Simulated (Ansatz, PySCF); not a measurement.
Process, species as SMILES: C=O (CH2O) → [CH]=O + H atom (the C-H bond at the site shown breaks; other sites are not compared here)
Each molecule is optimised on its own at B3LYP-D3(BJ)/def2-TZVP (Ansatz, a quantum-chemistry and plane-wave program).

Property: bond dissociation energy (electronic energy difference), in kJ/mol. Correlated levels leave the core frozen unless marked. UHF or UKS for open shells. No spin-orbit coupling. No relativistic terms. CBS(X,Y): correlation extrapolated as X^-3; Hartree-Fock from the larger set.

CCSD(T)/CBS(def2-TZVPPD,def2-QZVPPD) (Ansatz) gives 399.0 kJ/mol.

Question: Another calculation gave 385.9 kJ/mol. Which level was it?
(A) MN15/def2-TZVPD (PySCF)
(B) SVWN5/def2-TZVPD (Ansatz)
(C) B2GP-PLYP/def2-TZVPD (Ansatz)
(D) revPBE/def2-TZVPD (Ansatz)

Answer: C, B2GP-PLYP/def2-TZVPD (Ansatz). The others give 373.0 (revPBE), 398.5 (MN15), 421.6 (SVWN5) kJ/mol.
